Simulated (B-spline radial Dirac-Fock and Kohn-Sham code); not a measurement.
# K-shell conversion coefficients of W against transition energy

Model: a Dirac-Hartree-Slater potential of the neutral atom with a Latter tail (no hole, which puts coefficients of high multipoles low close above an edge), finite nucleus with surface currents. Program: a radial finite-basis atomic code. Subshells within 1 keV of threshold and pair formation are left out.

```
energy (keV)        E2       E3       E5       M2       M4      M5
        88.3      1.03     1.71     4.29     46.4      323     660
        95.8     0.932     1.86     7.38     34.6      316     796
         100     0.871     1.88     8.83     29.7      300     817
         133     0.481     1.34     11.3     10.8      146     508
         200     0.168    0.502     4.84     2.63     32.6     113
         500    0.0161   0.0404    0.245    0.140    0.833    2.00
         520    0.0147   0.0366    0.216    0.125    0.717    1.69
         656   0.00878   0.0206    0.103   0.0635    0.303   0.646
         805   0.00572   0.0128   0.0552   0.0358    0.147   0.288
         812   0.00562   0.0125   0.0538   0.0349    0.142   0.279
         875   0.00484   0.0106   0.0433   0.0285    0.110   0.210
         957   0.00405  0.00866   0.0334   0.0223   0.0819   0.150
        1000   0.00371  0.00786   0.0295   0.0199   0.0708   0.128
        1430   0.00188  0.00370   0.0113  0.00786   0.0232  0.0375
        1720   0.00134  0.00254  0.00712  0.00495   0.0136  0.0209
        1950   0.00107  0.00198  0.00526  0.00364  0.00953  0.0143
        2000   0.00102  0.00188  0.00495  0.00342  0.00889  0.0133
        2070  0.000958  0.00176  0.00456  0.00315  0.00809  0.0120
```

Task: How fast do they fall between 1950 and 2070 keV?

Result: As powers of the energy: E2 E^-1.81, E3 E^-1.97, E5 E^-2.37, M2 E^-2.43, M4 E^-2.74, M5 E^-2.95. Within one type (E or M) the higher multipoles fall faster.

Values without a named source are computed, but for edge energies of neutral atoms, which are taken from tables.
